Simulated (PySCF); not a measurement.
## Working out the ionisation energy of Pd²⁺

Pd²⁺ [Kr] 4d8 (3F) → Pd³⁺ [Kr] 4d7 (4F). Computed with PySCF 2.14 in def2-TZVPPD with the def2 core potential (28 electrons) (6s4p3d2f1g, 56 functions), with a scalar-relativistic core potential. Frozen: 4s2 4p6. Energies in hartree (1 hartree = 27.21139 eV):

```
            part  Pd²⁺ (lower)  Pd³⁺ (upper)
             UHF   -126.161057   -125.015340
CCSD correlation     -0.207324     -0.154757
             (T)     -0.004804     -0.002651
```

**Question.** What does Hartree-Fock give?

**Answer.** (-125.015340) − (-126.161057) = 1.145717 hartree = 31.177 eV.

**Question.** What do CCSD and CCSD(T) give?

**Answer.** The CCSD correlation energies differ by 0.052567 hartree = 1.430 eV and the triples by 0.002153 hartree = 0.059 eV, so CCSD gives 32.607 eV and CCSD(T) 32.666 eV.

Reference: 32.93 eV (semi-empirical (NIST evaluation); NIST Atomic Spectra Database, ionization energies), between the lowest levels; spin-orbit coupling is absent from the calculation.

What remains against the reference includes basis incompleteness, the frozen core and higher excitations.
